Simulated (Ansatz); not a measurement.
A nudged elastic band was laid between two geometries of Cl2GeH2 (5 atoms, charge 0, multiplicity 1).

The calculation used RKS PBE0/def2-SVP in Ansatz 0.2.0.

```yaml
movable_images: 5
climbing_image: yes
spring: 5.0 eV/Å²
optimiser: quadratic models (default)
start_path: through a guess of the saddle point
force_threshold: 0.05 eV/Å
iteration_limit: 60
end_points: relaxed
```

First end point:

```xyz
5
Properties=species:S:1:pos:R:3
Ge 0.318 -0.018 0.074
Cl 0.671 0.036 2.195
H 1.672 0.043 -0.637
Cl -0.806 1.734 -0.465
H -0.539 -1.249 -0.236
```

Last end point:

```xyz
5
Properties=species:S:1:pos:R:3
Ge -0.242 -0.325 -0.875
Cl 1.444 -0.168 1.400
H 2.441 0.406 0.815
Cl -1.139 1.681 -0.604
H -1.189 -1.048 0.194
```

Problem. What changes between the two ends?

Solution. Bonds broken: Ge1–Cl2, Ge1–H3. Bonds formed: Cl2–H3. Cl2GeH2 becomes ClGeH + ClH.

Problem. What energy profile does the band end with?

Solution. It converged. The highest image is number 3 of 0 to 6, 2.28 eV above the first end and 0.58 eV above the last; the last end lies 1.70 eV above the first. A vibrational analysis at the climbing image gives one clearly imaginary mode, 938i cm⁻¹: a first-order saddle point. The orbitals stay closed-shell, which can raise the energy where a bond breaks towards radicals; this wasn't checked here.

```
image  path coordinate (Å)  energy (eV)  Ge1–Cl2 (Å)  Ge1–H3 (Å)  Cl2–H3 (Å)
    0                 0.00         0.00         2.15        1.53        3.00
    1                 0.46         0.33         2.17        1.51        2.57
    2                 0.91         1.48         2.31        1.52        2.08
    3                 1.37         2.28         2.54        1.66        1.64
    4                 1.88         1.90         2.85        2.21        1.32
    5                 2.40         1.76         2.86        2.81        1.29
    6                 2.91         1.70         2.84        3.25        1.29
```

Problem. What is the geometry of the highest image?

Solution. 
```xyz
5
Properties=species:S:1:pos:R:3
Ge 0.237 -0.039 -0.460
Cl 1.189 -0.012 1.894
H 1.686 0.066 0.336
Cl -1.013 1.723 -0.579
H -0.784 -1.191 -0.261
```

Problem. What are the harmonic wavenumbers there?

Solution. 938i, 99, 286, 427, 566, 575, 759, 1628, 2097 cm⁻¹.

The run took 78 s on 2 threads of Arm Neoverse V2 (shared host), peak memory 0.16 GiB.
